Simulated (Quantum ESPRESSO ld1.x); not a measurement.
The numbers below are computed, except where a source is named.
Isoelectronic series with 15 electrons, all held in the configuration [Ne] 3s2 3p3, which need not be the ground one along the series. Level of theory: Dirac Kohn-Sham, LDA (Slater exchange, VWN5 correlation), spin-unpolarised, spherical densities, point nucleus; open shells fill j = l - 1/2 first (ld1.x of Quantum ESPRESSO 7.5). Total energies (hartree) and mean radii <r> (bohr):

ion    E (hartree)   3p3/2   3p1/2
P         -340.796   2.377   2.367
Ca5+      -670.455   1.121   1.115
Mn10+    -1117.052  0.7605  0.7553
Zn15+    -1682.079  0.5786  0.5731
Br20+    -2367.699  0.4676  0.4615
Zr25+     -3176.66  0.3923  0.3857
Rh30+     -4112.32  0.3378  0.3306
Sn35+     -5178.76  0.2965  0.2886
